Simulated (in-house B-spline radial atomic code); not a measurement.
**How G0W0 and RPA depend on the start: Eu**

Configuration [Xe] 4f7 6s2, highest spin. Computed with an all-electron radial atomic-structure program (B-spline basis): all electrons, scalar-relativistic (spin-free one-electron X2C), finite nucleus, each spin shell either full or empty, empty states to l = 9 with an (l + 1/2)⁻⁴ tail; G0W0 by contour deformation at full frequency.

Without the two-electron picture change, the correlation of inner shells comes somewhat too large for so heavy an element.

```tsv
start	mean-field 6s down (eV)	G0W0 (eV)	QP weight	RPA correlation (Eh)
Hartree-Fock	-4.799	-5.716	0.936	-4.8995
LDA VWN5	-3.592	-5.735	0.781	-5.3901
PBE	-3.455	-5.705	0.750	-5.3825
PBE0	-3.965	-5.781	0.860	-5.2394
r2SCAN	-3.458	-5.766	0.828	-5.301
HSE06	-3.643	-5.740	0.804	-5.2573
B3LYP (VWN-RPA)	-3.882	?	?	?
SCAN	-3.423	-5.726	0.834	-5.3115
TPSS	-3.434	-5.724	0.754	-5.3617
BHandHLYP	-4.346	-5.758	0.898	-5.1177
CAM-B3LYP	-4.769	-5.769	0.916	-5.2018
LC-wPBE	-5.495	-5.763	0.940	-5.1906
wB97X	-5.541	-5.768	0.939	-5.1691
PBEsol	-3.474	-5.720	0.762	-5.385
BLYP	-3.337	-5.642	0.715	-5.386
r2SCAN0	-3.949	?	?	?
```

Q: What G0W0 level, weight and RPA correlation energy follow from the r2SCAN0 start?

A: G0W0 level -5.773 eV, weight 0.876, RPA correlation -5.1871 hartree.

Q: What G0W0 level, weight and RPA correlation energy follow from the B3LYP (VWN-RPA) start?

A: G0W0 level -5.761 eV, weight 0.842, RPA correlation -5.2696 hartree.

Q: How much of the dependence on the start does G0W0 remove?

A: The mean-field levels span 2.2 eV and the G0W0 levels 0.139 eV. Against 5.670 eV (NIST, measured) the G0W0 removal energies are off by -0.03 to +0.11 eV, with spin-orbit coupling, Breit and QED terms left out.
